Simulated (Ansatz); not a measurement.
Born–Oppenheimer molecular dynamics of BH6N3 (10 atoms, charge 0, multiplicity 1). It starts at the highest image of a converged band. Of that band: The profile has 2 maxima (images 1, 5) with wells between them (image 3): this band takes more than one step, which may be the mechanism or a detour left from its start path. A vibrational analysis at the climbing image gives one clearly imaginary mode, 316i cm⁻¹: a first-order saddle point.

The calculation used Ansatz 0.2.0, RKS LDA/def2-SVP.

| Quantity | Value |
| --- | --- |
| ensemble | NVE (velocity Verlet) |
| time step | 0.5 fs |
| steps asked | 200 |
| starting velocities drawn for | 300 K |
| seed | 8745 |

First frame:

```xyz
10
Properties=species:S:1:pos:R:3
N -1.074 0.449 -0.901
B -0.047 -0.010 -0.048
N 0.140 -1.470 0.040
N 0.761 0.898 0.685
H -1.629 -0.241 -1.408
H -1.327 1.423 -1.069
H 0.013 -1.824 0.997
H 1.080 -1.764 -0.254
H 0.664 1.915 0.655
H 1.502 0.572 1.304
```

Problem. How far do the bonds stretch over the last three quarters of this one trajectory? (Pairs bonded in most of those frames.)

Solution. 
| bond | mean (Å) | spread (Å) | shortest | longest |
| --- | --- | --- | --- | --- |
| N1–B2 | 1.428 | 0.015 | 1.39 | 1.46 |
| N1–H5 | 1.025 | 0.017 | 1.00 | 1.05 |
| N1–H6 | 1.024 | 0.013 | 1.00 | 1.05 |
| B2–N3 | 1.451 | 0.028 | 1.41 | 1.50 |
| B2–N4 | 1.429 | 0.016 | 1.39 | 1.46 |
| N3–H7 | 1.027 | 0.009 | 1.01 | 1.04 |
| N3–H8 | 1.023 | 0.010 | 1.01 | 1.04 |
| N4–H9 | 1.023 | 0.014 | 1.00 | 1.05 |
| N4–H10 | 1.024 | 0.011 | 1.00 | 1.04 |

Mean temperature of the second half: 324 K. The conserved energy stayed within 0.13 meV per atom of its start (net change 0.031 meV per atom), so the integration is sound. A run of 0.1 ps of so small a system gives no equilibrium averages. The orbitals stay closed-shell, which can raise the energy where a bond breaks towards radicals; this wasn't checked here.

The run took 2.5 min on 2 threads of Arm Neoverse V1 (shared host), peak memory 0.11 GiB.
